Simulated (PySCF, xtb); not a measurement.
CH₈FNOSi₂, SMILES C[SiH2]N[Si@H](O)F. Other conformers were not sampled.

Harmonic wavenumbers (cm⁻¹) from GFN2-xTB in xtb at its own minimum, in rising order: 31, 54, 89, 129, 136, 181, 200, 256, 301, 332, 479, 590, 649, 681, 696, 738, 756, 772, 789, 820, 827, 857, 933, 1012, 1200, 1376, 1493, 1500, 2196, 2220, 2355, 3033, 3035, 3058, 3490, 3675.

Q: What does PBE0-D3(BJ)/def2-SVP in PySCF give at its own minimum? (An estimate is asked for; the answer gives what the named calculation found.)

A: 17, 53, 117, 173, 184, 217, 285, 341, 380, 424, 499, 616, 705, 740, 760, 796, 840, 843, 877, 918, 925, 946, 959, 1011, 1197, 1264, 1428, 1430, 2211, 2253, 2295, 3056, 3158, 3168, 3629, 3939. Paired by order, the mean absolute difference is 66 cm⁻¹ and the zero-point energies are 58.5 and 61.0 kcal/mol.
